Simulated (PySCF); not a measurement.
ZnClI, SMILES [Cl][Zn][I]. Atoms are numbered in the order given.

```xyz
3

Zn     0.0000     0.0000     0.9219
Cl     0.0000     0.0000     3.0238
I      0.0000     0.0000    -1.4917
```

Geometry: PBE-D3(BJ)/def2-TZVP. The def2 effective core potentials stand for the cores of I; spin–orbit coupling is left out.

Computed with PBE-D3(BJ)/def2-TZVP (PySCF 2.14.0).

Frequencies are harmonic and unscaled.

Modes within 1.5 cm⁻¹ of each other (mostly degenerate sets) share a row, with their intensities summed.

Computed normal modes with their intensities:
| mode | ν (cm⁻¹) | IR (km/mol) | moving atoms (share of kinetic energy) |
|---|---|---|---|
| 1–2 | 85 | 10.4 | Zn 61 %, Cl 32 % |
| 3 | 218 | 1.2 | I 42 %, Cl 35 %, Zn 22 % |
| 4 | 443 | 64.8 | Zn 49 %, Cl 49 % |
